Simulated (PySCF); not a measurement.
A structure optimised at PBE0-D3(BJ)/def2-SVP, used in a PySCF frequency run:

```
O
B 1 1.3709
B 1 1.3709 2 120.61
O 2 1.3709 1 119.39 3 0.00
O 3 1.3709 1 119.39 2 0.00
B 4 1.3709 2 120.61 1 0.00
H 3 1.2016 1 120.31 2 180.00
H 6 1.2016 4 120.31 2 180.00
H 2 1.2016 1 120.31 3 180.00
```

Problem. Write its SMILES, formula and point group.

Solution. B1OBOBO1, B3H3O3, D3h

Problem. What are its rotational constants (standard atomic weights)?

Solution. 5.9094, 5.9094, 2.9547 GHz
